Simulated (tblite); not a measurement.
Compound: C₅H₁₁FO₂Si.
Cartesian coordinates in Å at the GFN2-xTB level; atoms count from 1:
```xyz
20
C5H11FO2Si angstrom
C     -2.883    0.087    1.065
C     -2.145   -0.683    0.287
C     -0.811   -1.238    0.658
Si     0.566   -0.420   -0.354
F      0.264   -0.696   -1.928
O      1.939   -1.130    0.076
C      3.253   -0.864   -0.349
O      0.732    1.180   -0.198
C     -0.174    2.216   -0.492
H     -3.835    0.478    0.747
H     -2.566    0.353    2.061
H     -2.486   -0.933   -0.709
H     -0.633   -1.091    1.722
H     -0.805   -2.311    0.469
H      3.504    0.183   -0.177
H      3.358   -1.086   -1.412
H      3.919   -1.504    0.229
H     -1.115    2.064    0.038
H     -0.372    2.253   -1.564
H      0.284    3.151   -0.171
```

Method: GFN2-xTB as coded in tblite; computed harmonic values from a numerical Hessian at the method's own geometry, unscaled. Against measured fundamentals such values can be off by several per cent, at times by over 20. One conformer, not necessarily the lowest.

Harmonic wavenumbers (cm⁻¹): 27.2, 58.2, 70.6, 71.3, 80.2, 91.5, 102.6, 129.4, 162.9, 220.6, 252.7, 262.5, 311.0, 385.4, 415.8, 591.6, 688.1, 766.4, 808.0, 823.5, 844.8, 886.6, 957.1, 1025.0, 1056.1, 1122.5, 1129.9, 1131.7, 1136.1, 1156.0, 1161.5, 1181.6, 1223.9, 1297.8, 1402.2, 1409.0, 1414.2, 1458.1, 1469.0, 1469.5, 1478.3, 1478.9, 1713.1, 2972.0, 2973.3, 2983.4, 2984.1, 2989.5, 2995.6, 2996.6, 3003.9, 3061.0, 3094.0, 3121.2.

A = 2005, B = 934.2, C = 801.7 MHz; mass 150.051 u (most abundant isotopes); point group C1, symmetry number 1.

Task: What is the zero-point energy?

Result: ½Σν̃ = 34048 cm⁻¹ = 407.31 kJ/mol.

Task: Give the ideal-gas entropy at 298.15 K and 1 bar in the rigid-rotor, harmonic-oscillator model (classical rotation).

Result: Translation 171.35, rotation 124.47, vibration 193.85: S = 489.7 J/(mol K).

Task: And Cp and H(298.15 K) − H(0)?

Result: Cp = 185.26 J/(mol K), of which vibrations give 152.01 (their classical limit is 54 R = 449.0); H(298.15 K) − H(0) = 37.01 kJ/mol without the zero-point energy, 27.09 from vibrations.

Task: How do the functions run with temperature in this model?

Result: 
```tsv
T (K)	S (J/(mol K))	Cp (J/(mol K))	H − H(0) (kJ/mol)	G − H(0) (kJ/mol)	ln q(vib)
100	334.2	111.5	7.54	-25.88	3.92
200	423.6	148.8	20.65	-64.07	8.55
300	490.8	186.0	37.35	-109.90	12.45
500	603.5	258.8	82.10	-219.66	19.19
800	742.6	332.4	171.71	-422.33	27.97
1000	820.4	365.0	241.61	-578.80	33.19
```

q(vib) and H(0) count from the zero-point level.

Task: Which modes carry the vibrational entropy at 298.15 K?

Result: 27.2 cm⁻¹: 25.20; 58.2 cm⁻¹: 18.90; 70.6 cm⁻¹: 17.31; 71.3 cm⁻¹: 17.23; 80.2 cm⁻¹: 16.26; 91.5 cm⁻¹: 15.18 J/(mol K); the other 48 give 83.77 together.

Task: Blend soft modes into free rotors: weight 1/[1 + (100 cm⁻¹/ν̃)⁴] for the oscillator and the rest for a rotor with moment μB/(μ + B), μ = h/(8π²ν), B = 10⁻⁴⁴ kg m². What vibrational entropy results?

Result: 170.00 J/(mol K) in place of 193.85, which changes −T·S at 298.15 K by +7.11 kJ/mol.

Hindered rotation and anharmonicity are outside this model. Other conformers, if any are populated, would add a mixing term that is left out. The structure is chiral; the term R ln 2 for an equal mix with its mirror image is left out.

Time: 0.88 s wall. Hardware: one thread of an Arm Neoverse V1, no GPU, on a shared host. The figure is for the frequency step alone.
